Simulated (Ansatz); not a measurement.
**Two structures, one formula**

Two relaxed structures of CH3InO, singlet (PBE0-D4/def2-TZVP; forces vanish, vibrations not checked).

A:

```xyz
6
angstrom
O -1.6464 -1.3874 0.3923
C -0.4998 -1.0194 -0.1904
In 0.2717 0.9864 -0.1102
H 0.2956 -1.7687 -0.0408
H 0.3110 2.0518 -1.5069
H -1.5522 -2.1981 0.9066
```

B:

```
6
angstrom
O 0.2286 -1.8328 -0.2220
C -0.4956 -0.8104 0.0797
In 0.1871 1.2314 0.0480
H -0.2945 -2.6516 -0.1352
H -0.2857 2.2056 -1.2974
H 0.5667 1.9664 1.5639
```

Computed with Ansatz 0.2.0 (basis: def2-TZVPP); correlated methods freeze the cores. Filled d shells of the heavier atoms are correlated. Core potentials replace the inner electrons of the atoms past krypton. The def2 sets are not built for correlating such inner shells, so the correlated values are less sure here. B3LYP uses VWN-RPA correlation.

(1) Which structure is lower at CCSD(T), and by how much? (Judge from chemistry; the value comes from the calculation.)

No T1 diagnostic of these runs exceeds 0.027. The T1 diagnostic is large here, which may signal multireference character or strong orbital relaxation, so CCSD(T) is less sure. The restricted Hartree–Fock reference is unstable towards an unrestricted one at one or more of these structures. A large double-excitation amplitude points to some diradical character; no triplet was computed.

## Answers

(1) The calculation gives: A, by 29.14 kcal/mol (electronic energy, against the other). By their contacts, A is CH₃InO ([OH][CH][InH]) and B is CH₃InO ([OH][C][InH2]).

All methods give the same order:

```json
{"method": "PBE-D4", "E(B) − E(A) (kcal/mol)": "33.66"}
{"method": "r2SCAN-D4", "E(B) − E(A) (kcal/mol)": "31.92"}
{"method": "PBE0-D4", "E(B) − E(A) (kcal/mol)": "30.68"}
{"method": "B3LYP-D4", "E(B) − E(A) (kcal/mol)": "31.16"}
{"method": "wB97M-V", "E(B) − E(A) (kcal/mol)": "23.49"}
{"method": "HF", "E(B) − E(A) (kcal/mol)": "17.66"}
{"method": "MP2", "E(B) − E(A) (kcal/mol)": "31.96"}
{"method": "CCSD", "E(B) − E(A) (kcal/mol)": "26.40"}
{"method": "CCSD(T)", "E(B) − E(A) (kcal/mol)": "29.14"}
```

Labels in which every atom is bracketed show which atoms are joined, not bond orders.

For scale, one of the runs: CCSD(T)/def2-TZVPP, 154 basis functions, launched by `ansatz run in.yaml --threads 2 --pin off --events-out ev --progress --plain --max-ram 4352MiB`. Hardware: 2 CPU threads of an Intel Xeon, shared host. Wall time 61 s; peak host memory 1.2 GiB.
